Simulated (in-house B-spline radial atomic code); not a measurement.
**How G0W0 and RPA depend on the start: the silver ion Ag⁺**

Configuration [Kr] 4d10. Computed with an all-electron radial atomic-structure program (B-spline basis): all electrons, scalar-relativistic (spin-free one-electron X2C), finite nucleus, each spin shell either full or empty, empty states to l = 9 with an (l + 1/2)⁻⁴ tail; G0W0 by contour deformation at full frequency.

| start | mean-field 4d (eV) | G0W0 (eV) | QP weight | RPA correlation (Eh) |
| --- | --- | --- | --- | --- |
| Hartree-Fock | -22.035 | ? | ? | ? |
| LDA VWN5 | -15.922 | -22.003 | 0.730 | -3.6164 |
| PBE | -15.637 | -21.786 | 0.737 | -3.6098 |
| PBE0 | -17.456 | -21.742 | 0.882 | -3.5221 |
| HSE06 | -17.046 | -21.685 | 0.862 | -3.5307 |
| B3LYP (VWN-RPA) | -17.200 | -21.846 | 0.860 | -3.542 |
| TPSS | -15.525 | -21.731 | 0.703 | -3.5925 |
| BHandHLYP | -19.248 | -21.977 | 0.914 | -3.445 |
| CAM-B3LYP | -19.016 | ? | ? | ? |
| LC-wPBE | -20.227 | -22.180 | 0.926 | -3.4935 |
| wB97X | -19.946 | -22.148 | 0.925 | -3.4798 |
| PBEsol | -15.641 | -21.844 | 0.734 | -3.6118 |
| BLYP | -15.582 | -21.875 | 0.773 | -3.6133 |
| r2SCAN0 | -17.607 | -21.643 | 0.893 | -3.4859 |
| LDA exchange-only | -14.500 | -21.957 | 0.787 | -3.6181 |

What G0W0 level, weight and RPA correlation energy follow from the CAM-B3LYP start?

G0W0 level -22.184 eV, weight 0.909, RPA correlation -3.5011 hartree.

What G0W0 level, weight and RPA correlation energy follow from the Hartree-Fock start?

G0W0 level -22.000 eV, weight 0.942, RPA correlation -3.303 hartree.

How much of the dependence on the start does G0W0 remove?

The mean-field levels span 7.53 eV and the G0W0 levels 0.542 eV. Against 21.484 eV (NIST, measured) the G0W0 removal energies are off by +0.16 to +0.70 eV, with spin-orbit coupling, Breit and QED terms left out.
